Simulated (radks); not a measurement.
Task: The mean radii <r> (bohr) of the occupied orbitals of an atom or ion are listed with their occupations. All-electron calculation, non-relativistic Kohn-Sham, PBEsol, spin-unpolarised, spherical densities, point nucleus. Program: a radial shooting solver on a logarithmic mesh with Libxc functionals.

orbital  occ.      <r>
1s          2  0.01967
2s          2  0.08295
2p          6  0.07012
3s          2   0.2099
3p          6   0.2001
3d         10   0.1750
4s          2   0.4646
4p          6   0.4698
4d         10   0.4808
5s          2    1.067
4f         14   0.5205
5p          6    1.158
5d          5    1.481
6p          1    2.906

Name the element and its charge.

Result: Z = 77, iridium, charge +3: Ir3+ in [Xe] 4f14 5d5 6p1. The 1s radius gives Z: for a bare nucleus <r> = 1.5/Z, 0.01948 bohr for Z = 77, and screening makes it slightly larger (0.01967 here). The occupations add up to 74, and the charge is Z minus that.
